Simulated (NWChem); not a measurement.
# BiI$_{2}$, doublet; SMILES [I][Bi][I]

```xyz
3

Bi     0.0000     0.0000     0.9931
I     -2.1770     0.0000    -0.7776
I      2.1770     0.0000    -0.7776
```
Atoms are numbered in this order, from 1.

In the optimisation the excess spin sits in b2 (C2v, its own frame). All runs use the structure optimised with PBE0/def2-SVP, spin-unrestricted. The spin multiplicity was typed, not searched, and may not be the lowest. No stability test was run on the SCF state. B3LYP is NWChem's, with the RPA form of VWN correlation. def2 effective core potentials on I, Bi; no spin-orbit coupling.

Symmetry labels are those of C2v in the frame above (b1 and b2, or b-type labels, depend on it).

Task: List the 4 lowest vertical excitations from B3LYP/def2-SVP with def2 effective core potentials on I, Bi, spin-unrestricted, TDA (NWChem).

Result: 
| state | energy (eV) | oscillator strength | symmetry of the excitation | <S²> |
|---|---|---|---|---|
| state 1 | 1.79 | 0.001 | a1 | 0.78 |
| state 2 | 2.29 | 0.000 | b1 | 0.79 |
| state 3 | 2.50 | 0.000 | b1 | 0.76 |
| state 4 | 2.70 | 0.000 | a1 | 0.76 |
